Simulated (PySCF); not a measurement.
## Vertical excitation energies

Species: GaH2(CCH), C2H3Ga.
SMILES: `[H][Ga]([H])[C]#C`

Computed, not measured: TDDFT CAM-B3LYP/def2-SVPD, vertical, gas phase, core orbitals frozen in the response (PySCF). Geometry: PBE0-D3(BJ)/def2-SVP; no solvent, vibrations or thermal averaging. The CAM-B3LYP/def2-SVPD calculation is non-relativistic and has no spin–orbit coupling, an omission that weighs most on gallium.

```tsv
state	E (eV)	ν̃ (cm⁻¹)	f	|μ| (D)	symmetry	main configurations (H = HOMO, L = LUMO)
S1	4.53	36510	0.0000	0.00	–	H→L (94%)
S2	5.45	43950	0.053	1.60	A1	H-1→L (82%), H→L+2 (13%)
S3	5.69	45920	0.0000	0.00	–	H-2→L (93%)
S4	6.43	51840	0.018	0.86	B1 or B2	H-3→L (98%)
S5	6.57	53020	0.0000	0.00	–	H-1→L+2 (93%)
S6	7.41	59750	0.225	2.83	A1	H→L+2 (46%), H-1→L+6 (28%), H-1→L (16%)
S7	7.56	60960	0.0007	0.16	–	H→L+1 (84%)
S8	7.67	61890	0.0000	0.00	–	H→L+6 (75%)
S9	7.97	64310	0.085	1.68	B1 or B2	H-1→L+1 (76%), H-1→L+4 (10%)
S10	8.08	65130	0.113	1.92	B1 or B2	H→L+3 (78%)
S11	8.41	67870	0.070	1.48	B1 or B2	H→L+5 (66%), H-2→L+1 (14%), H→L+4 (10%)
S12	8.52	68680	0.040	1.12	B1 or B2	H→L+4 (58%), H→L+5 (15%), H→L+3 (12%)
S13	8.52	68680	0.027	0.92	B1 or B2	H-1→L+3 (85%)
S14	8.82	71120	0.0013	0.20	–	H-1→L+5 (86%)
S15	8.88	71650	0.165	2.21	B1 or B2	H-2→L+1 (61%), H-3→L+2 (10%)
```

Triplets, Tamm–Dancoff:

```tsv
state	E (eV)	λ (nm)	main configurations (H = HOMO, L = LUMO)
T1	4.25	291.5	H→L (90%)
T2	4.32	286.8	H-1→L (78%), H-1→L+6 (17%)
T3	5.21	238.2	H-2→L (86%), H→L+6 (9%)
T4	5.33	232.6	H→L+2 (76%), H-2→L+2 (10%)
```

The lowest singlet lies at 4.53 eV (274 nm, ultraviolet) and is dark (f under 0.0005); its leading configuration is HOMO→LUMO (94%). The strongest level in the table is S6 at 7.41 eV (167 nm, f = 0.225). S12/S13 lie within about 0.01 eV of each other. Löwdin shares by element: HOMO carbon 69%, gallium 13%, hydrogen 7% or more; LUMO gallium 57%, carbon 26%, hydrogen 8% or more. Orbital energies (eV): HOMO-3 -11.30, HOMO-2 -10.56, HOMO-1 -9.68, HOMO -9.27, LUMO -1.10, LUMO+1 0.91, LUMO+2 1.58. Of the 15 states listed, 9 reach f = 0.01 and 4 stay under 0.0005. Weighted by f, the mean energy of these states is 7.90 eV. No computed singlet lies in the visible range (380 to 750 nm); the lowest, at 274 nm, stands 1.26 eV above its violet end (3.26 eV). The vertical ionisation energy (ΔSCF) is 10.29 eV, 1.41 eV above S15. Symmetry labels in C2v follow from the direction of the transition dipole and are given only for states with f of 0.002 or more; B1 and B2 swap with the choice of axes. The window holds the lowest 15 singlets.
